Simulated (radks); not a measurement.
Eu, 63 electrons, occupied as [Xe] 4f7 6s2 (the NIST ground configuration). All-electron calculation, scalar-relativistic Kohn-Sham, PBE, spin-polarised, spherical densities, finite nucleus; open shells are filled with parallel spins first (spin-orbit coupling, left out, can overturn this in heavy ions); Fermi nuclear charge, rms radius 5.1115 fm; hard spherical wall at 2.5 bohr. Program: a radial shooting solver on a logarithmic mesh with Libxc functionals. Some entries of the table are withheld. Estimate them.

orbital,occ.,eigenvalue (eV),<1/r> (bohr^-1),<r> (bohr)
1s down,1,-48316.83,70.22,0.02232
1s up,1,-48316.83,70.22,0.02232
2s up,1,-7897.946,16.27,0.09512
2s down,1,-7897.918,16.27,0.09512
2p up,3,-7032.357,15.23,0.08390
2p down,3,-7032.342,15.23,0.08390
3s up,1,-1706.056,5.959,0.2497
3s down,1,-1703.893,5.965,0.2495
3p up,3,-1436.640,5.609,0.2482
3p down,3,-1434.488,5.615,0.2480
3d up,5,-1075.994,5.323,0.2262
3d down,5,-1074.344,5.329,0.2259
4s up,1,-309.1614,2.499,0.5678
4s down,1,-303.7588,2.499,0.5676
4p up,3,-220.8573,2.294,0.6023
4p down,3,-215.4573,2.294,0.6022
4d up,5,-98.0301,2.005,0.6619
4d down,5,-92.6599,2.003,0.6628
5s up,1,-13.9289,0.9871,1.314
5s down,1,-10.7383,0.9740,1.326
5p up,3,9.1926,0.9073,1.406
5p down,3,11.9179,0.8959,1.417
4f up,7,32.3643,1.420,0.9016
4f down,0,37.1326,1.394,0.9233
5d up,0,44.0051,0.8446,1.510
5d down,0,46.2145,0.8372,1.520
6s up,1,91.7622,0.9613,1.533
6s down,1,94.2142,0.9647,1.529
6p up,0,115.9367,0.9878,1.504
6p down,0,118.5070,0.9901,1.500
7s up,0,(1),1.091,1.470
7s down,0,(2),1.092,1.468

Answer. 
(1) 7s up eigenvalue (eV): 258.1320
(2) 7s down eigenvalue (eV): 260.8933
